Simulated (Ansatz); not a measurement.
Species: C3H9Si, net charge 0, doublet state. It need not be the lowest isomer of its formula. 
Structure (B3LYP-D3(BJ)/def2-TZVP (Ansatz, an electronic-structure program) minimum search):
```xyz
13

Si     0.1399    -0.0255     0.3366
C      1.6167    -0.4049    -0.7059
C     -1.2039    -1.3040     0.0469
C     -0.4810     1.7088    -0.0255
H      0.5336    -0.0854     1.7750
H      1.8883    -1.4136    -0.9995
H      2.3130     0.3565    -1.0421
H     -0.8390    -2.3117     0.2567
H     -1.5496    -1.2804    -0.9889
H     -2.0637    -1.1188     0.6943
H     -0.8111     1.7975    -1.0628
H     -1.3243     1.9633     0.6202
H      0.3034     2.4498     0.1423
```
Charge 0, spin multiplicity 2.

Dipole moments at this geometry, in debye (magnitudes).

| level | program | dipole (D) |
|---|---|---|
| PBE/def2-TZVPD | Ansatz | 0.54 |
| BLYP/def2-TZVPD | Ansatz | 0.51 |
| revPBE/def2-TZVPD | Ansatz | 0.55 |
| r2SCAN/def2-TZVPD | Ansatz | 0.56 |
| PBE0/def2-TZVPD | Ansatz | 0.55 |
| BHLYP/def2-TZVPD | Ansatz | 0.53 |
| r2SCANh/def2-TZVPD | Ansatz | 0.56 |
| LC-wPBE/def2-TZVPD | Ansatz | 0.56 |
| CCSD(T)/aug-cc-pV(D+d)Z | Ansatz | 0.52 |
